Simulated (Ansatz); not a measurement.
```yaml
crystal:
  periodic: [false, false, false]
  atoms:
    - {symbol: Si, position_ang: [0.295469, 1.779199, 0.129198]}
    - {symbol: H, position_ang: [1.134537, 2.108239, 1.420901]}
    - {symbol: H, position_ang: [1.117140, 2.210764, -1.130337]}
    - {symbol: H, position_ang: [-1.036871, 2.607619, 0.227566]}
    - {symbol: N, position_ang: [-0.102163, -0.004713, -0.018989]}
    - {symbol: C, position_ang: [-1.006712, -0.609044, 1.072383]}
    - {symbol: Si, position_ang: [0.681262, -1.179312, -1.188853]}
    - {symbol: H, position_ang: [1.691764, -2.158505, -0.480493]}
    - {symbol: H, position_ang: [1.451898, -0.358587, -2.275721]}
    - {symbol: H, position_ang: [-0.426627, -2.072672, -1.857011]}
    - {symbol: H, position_ang: [-1.581788, -1.531339, 0.669286]}
    - {symbol: H, position_ang: [-1.804564, 0.156922, 1.419728]}
    - {symbol: H, position_ang: [-0.413345, -0.948571, 2.012341]}
basis:
  gaussian: {orbitals: 6-31G}
total_charge: -1
magnetization: {spin_polarized: true, initial_magnetization: 1}
hamiltonian: {xc: {name: PBE0-DH}}
output: {forces: true}
```

```sh
$ ansatz run in.yaml --threads 4 --pin off --events-out ev --progress --plain --max-ram 3916MiB
```

Output, abridged:

```
Functional definition: PBE0-DH
828 factors; integrals over basis functions are off by at most 2.0e-4 eV
mean field evaluation 1: about -18408.1756 eV, gradient 1.3e1 eV
mean field evaluation 2: about -18408.1707 eV, gradient 1.3e1 eV
mean field evaluation 4: about -18408.9748 eV, gradient 2.1e0 eV
mean field evaluation 8: about -18409.0089 eV, gradient 6.5e-2 eV
mean field evaluation 16: about -18409.0091 eV, gradient 1.6e-4 eV
mean field -18409.00908624 eV, -676.5186058448 hartree, gradient 8.0e-6 eV, S^2 0.754966; 2 other end points of the search recorded, 0 dependent functions left out
12 core orbitals not correlated: weight in the atoms' cores, before any rotation towards them, 1.000 or more for the frozen orbitals, at most 0.000 for the correlated occupied ones
reference -18409.00910913 eV, -676.5186066862 hartree; 14, 13 occupied and 36, 37 virtual orbitals, 828 factors
second order -12.17689945 eV of doubles, -0.00000000 eV of singles
Total energy: -18410.53122157 eV, -676.5745432863 hartree
Atom 0 at     0.295469     1.779199     0.129198 Å, force    -0.027043     0.706844     0.422191 eV/Å
Atom 1 at     1.134537     2.108239     1.420901 Å, force    -0.409715     0.056438    -0.705872 eV/Å
Atom 2 at     1.117140     2.210764    -1.130337 Å, force    -0.476292    -0.409087     0.664231 eV/Å
Atom 3 at    -1.036871     2.607619     0.227566 Å, force     0.777505    -0.283887    -0.044755 eV/Å
Atom 4 at    -0.102163    -0.004713    -0.018989 Å, force    -1.051870    -0.552270     0.930277 eV/Å
Atom 5 at    -1.006712    -0.609044     1.072383 Å, force    -0.266251    -0.145538     0.251174 eV/Å
Atom 6 at     0.681262    -1.179312    -1.188853 Å, force     0.168427    -0.772637    -0.239146 eV/Å
Atom 7 at     1.691764    -2.158505    -0.480493 Å, force    -0.455826     0.394503    -0.557478 eV/Å
Atom 8 at     1.451898    -0.358587    -2.275721 Å, force    -0.488918    -0.327304     0.704409 eV/Å
Atom 9 at    -0.426627    -2.072672    -1.857011 Å, force     0.692894     0.384718     0.253197 eV/Å
Atom 10 at    -1.581788    -1.531339     0.669286 Å, force     1.030610     1.423492     0.456940 eV/Å
Atom 11 at    -1.804564     0.156922     1.419728 Å, force     1.355147    -1.030718    -0.633846 eV/Å
Atom 12 at    -0.413345    -0.948571     2.012341 Å, force    -0.848667     0.555445    -1.501323 eV/Å
Dipole moment:    -0.300460    -0.168682     0.289471 e Å
```

Hardware: 4 threads of Arm Neoverse V2 on a shared host. Wall time 4 s.

Correlated methods freeze 12 core orbitals. The highest occupied level of an anion often lies above zero with these methods, and sets without diffuse functions describe the outer electron poorly.

The dipole of an ion depends on the origin.
